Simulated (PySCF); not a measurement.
Computed with PySCF 2.14.0 with PBE-D3(BJ)/def2-TZVP // TPSS-D3(BJ)/def2-SVP. Isolated molecules, 0 K electronic values unless said otherwise. One relaxed conformer stands for a flexible species; it need not be the lowest. 

Reference species: [Cu(H2O)(CH3)] (neutral, multiplicity 1).

```yaml
coordination_number: 2
HOMO: -4.63 eV
charge on the central atom (Mulliken): -0.04 e
```

Changed species: [Cu(H2O)(Cl)] (L = H2O, X = Cl; the reference has L = H2O, X = CH3).

Question: What does the change do to the coordination number, HOMO and charge on the central atom (Mulliken)?

Answer: the coordination number stays essentially unchanged; the HOMO falls by 0.53 eV, to -5.16 eV; the charge on the central atom (Mulliken) rises by 0.24 e, to 0.20 e.
